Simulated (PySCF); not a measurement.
IK, charge -1, multiplicity 2. Atoms are numbered in the order given.

```xyz
2

K      0.0000     0.0000    -2.4390
I      0.0000     0.0000     0.8744
```
Charge -1, spin multiplicity 2.

Geometry: B3LYP-D3(BJ)/def2-TZVPD. The spin state was assumed, not searched. The def2 effective core potentials stand for the cores of I; spin–orbit coupling is left out.

All values below come from C-PCM-B3LYP/def2-TZVPD (PySCF).

The values are the electrostatic part of the solvation free energy, E(continuum) − E(gas) at the gas-phase geometry, in a cavity of scaled van der Waals radii (PySCF's table); cavitation and dispersion terms are not included. A continuum can't describe solvent molecules that bind to the metal.

| solvent | ε | ΔG(elec) (kcal/mol) |
|---|---|---|
| water | 78.36 | -42.9 |
| ethanol | 24.85 | -41.6 |
| acetonitrile | 35.69 | -42.2 |
